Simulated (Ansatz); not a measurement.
Basis-set extrapolation for C2H8O2Si, SMILES `CC(O)[SiH2]O` (PBE0-D4/def2-TZVP geometry, frozen core, Ansatz). Multiplicity 1, RHF reference.

|  | def2-TZVPP | def2-QZVPP |
| --- | --- | --- |
| HF | -519.200449 | -519.220817 |
| MP2 correlation | -0.958916 | -1.030356 |
| CCSD(T) correlation | -1.037462 | not run |

Energies in hartree. Use E(X) = E(∞) + A·exp(−7.88·√X) for Hartree–Fock and E(X) = E(∞) + B·X^(−2.97) for correlation, with X = 3 and 4, and add CCSD(T) minus MP2 of the smaller set to the MP2 limit.

What is the CCSD(T) energy at the basis-set limit?

HF limit: -519.220817 + (-0.020368) × 0.13774 = -519.22362. MP2 limit: -1.030356 + (-0.071440) × 0.74074 = -1.08327. Higher-order term: -1.037462 − (-0.958916) = -0.07855. Total: -520.38544 hartree, 387.3 kJ/mol below CCSD(T)/def2-TZVPP.
